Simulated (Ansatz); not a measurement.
C$_{3}$H$_{4}$F$_{4}$ (`FCC(F)C(F)F`). Total charge 0; spin multiplicity 1. The structure was optimised at the PBE0-D4/def2-TZVP level. It is one conformer, not always the lowest.

```xyz
11

F    -1.592   -1.377    1.178
C    -0.406   -1.059    0.556
C    -0.396    0.407    0.213
F    -0.220    1.164    1.350
C     0.713    0.771   -0.757
F     1.896    0.254   -0.349
F     0.430    0.244   -1.972
H     0.418   -1.296    1.231
H    -0.319   -1.654   -0.358
H    -1.352    0.690   -0.238
H     0.828    1.855   -0.854
```

**Question.** What is the dipole moment at PBE/def2-TZVPP? (An estimate is asked.)

**Answer.** Computed: 1.17 D, with components (0.14, 0.49, -1.05) D in this frame, pointing from negative to positive charge.

**Question.** And with r2SCAN, B3LYP, ωB97M-V? (An estimate is asked.)

**Answer.** Computed: r2SCAN 1.22 D, B3LYP 1.27 D, ωB97M-V 1.26 D.

**Question.** Give the Mulliken charges with PBE, ωB97M-V, B3LYP in def2-TZVPP. (An estimate is asked.)

**Answer.** Computed: 
```tsv
atom	PBE	ωB97M-V	B3LYP
F1	-0.19	-0.22	-0.24
C2	0.04	0.03	0.07
C3	0.16	0.13	0.18
F4	-0.18	-0.21	-0.23
C5	0.21	0.24	0.27
F6	-0.16	-0.19	-0.21
F7	-0.16	-0.19	-0.21
H8	0.09	0.11	0.10
H9	0.08	0.10	0.09
H10	0.06	0.09	0.07
H11	0.08	0.11	0.10
```

B3LYP here is the variant with VWN-RPA as its local correlation; programs differ in this.
